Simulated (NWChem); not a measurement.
System: CBr$_{2}$Cl$_{2}$; SMILES ClC(Cl)(Br)Br

Program: NWChem. Medium grid unless said otherwise, to which SCAN and Minnesota functionals are sensitive. All runs use the structure optimised with PBE0/def2-SVP. Total energies of different functionals are on different scales.

| level | energy (Ha) | highest occupied level (eV) | orbital gap (eV) | dipole (D) |
|---|---|---|---|---|
| LDA (Slater exchange, VWN5)/def2-TZVPD | -6096.4641 | -7.25 | 3.81 | 0.01 |
| PBE/def2-TZVPD | -6105.6481 | -7.10 | 3.83 | 0.03 |
| BLYP/def2-TZVPD | -6106.8655 | -6.92 | 3.78 | 0.04 |
| TPSS/def2-TZVPD | -6106.6956 | -7.22 | 4.02 | 0.03 |
| r2SCAN/def2-TZVPD | -6106.7232 | -7.42 | 4.22 | 0.01 |
| B3LYP/def2-TZVPD | -6106.9102 | -8.14 | 5.58 | 0.07 |
| PBE0/def2-TZVPD | -6105.8928 | -8.40 | 6.09 | 0.06 |
| M06-2X/def2-TZVPD | -6106.8636 | -9.65 | 8.24 | 0.09 |
| CAM-B3LYP/def2-TZVPD | -6107.0856 | -9.74 | 8.56 | 0.10 |
| Hartree-Fock/def2-TZVPD | -6101.6906 | -11.41 | 12.39 | 0.09 |
